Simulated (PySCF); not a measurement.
# Vanadium: a sound run and one with changed settings

Sound run: V [Ar] 3d3 4s2, V⁺ [Ar] 3d4. Computed with PySCF 2.14 in def2-SVP, with the non-relativistic Hamiltonian (point nucleus). In the sound run the correlated levels freeze [Ar]. The sound run starts from symmetry-adapted Hartree-Fock orbitals and uses a fine grid where one is needed.

Changed run: scalar relativity by spin-free X2C-1e. This setting is unsound on purpose.

```csv
species,method,sound run (hartree),changed run (hartree),converged
V,UHF,-942.75223,-947.19261,yes
V,PBE0,-943.55419,-947.99489,yes
V,TPSS,-943.78049,-948.22114,yes
V,MP2,-942.78982,-947.23044,yes
V⁺,UHF,-942.53004,-946.96351,yes
V⁺,PBE0,-943.32617,-947.75919,yes
V⁺,TPSS,-943.55262,-947.98554,yes
V⁺,MP2,-942.56063,-946.99416,yes
```

Ionisation energy of V:

```csv
method,sound run (eV),changed run (eV)
UHF,6.046,6.234
PBE0,6.205,6.414
TPSS,6.201,6.411
MP2,6.236,6.429
SCS-MP2,6.646,6.841
```

Most of the change in total energy is the relativistic energy itself. On top of that the contraction fixes the core shape for the Hamiltonian it was made with, so the changed run is not a good calculation with the other Hamiltonian either.

For comparison, NIST gives 6.746 eV between the lowest levels.
